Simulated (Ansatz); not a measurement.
B$_{3}$F$_{2}$H$_{3}$ (`BB(F)BF`). The species carries charge 0 and has multiplicity 1.

Cartesian coordinates in Å:
```
B 0.433 0.385 1.388
B 0.098 -0.627 0.098
F 0.259 -1.954 0.171
B -0.514 0.006 -1.387
F 0.304 0.573 -2.263
H 1.515 0.883 1.523
H -0.415 0.739 2.157
H -1.681 -0.006 -1.687
```

Problem. List the harmonic frequencies (cm⁻¹, unscaled) at PBE0-D4/def2-TZVP in Ansatz. (Best estimate.)

Solution. The calculation gave: 64, 147, 192, 258, 295, 389, 596, 725, 798, 910, 1000, 1106, 1164, 1277, 1341, 2558, 2576, 2646.

Problem. Is this a minimum?

Solution. Yes, all 18 modes are real.

Problem. Give the ideal-gas thermochemistry at 298.15 K and 1 bar (rigid rotor, harmonic oscillator; point group C1, symmetry number 1).

Solution. Zero-point energy 107.9 kJ/mol; H(298) − E = 127.7 kJ/mol; entropy 333.4 J/(mol·K), of which translation 162.4, rotation 109.4, vibration 61.5; G(298) − E = 28.3 kJ/mol. Modes under 100 cm⁻¹ are hindered rotations or soft bends, so the harmonic entropy is rough.
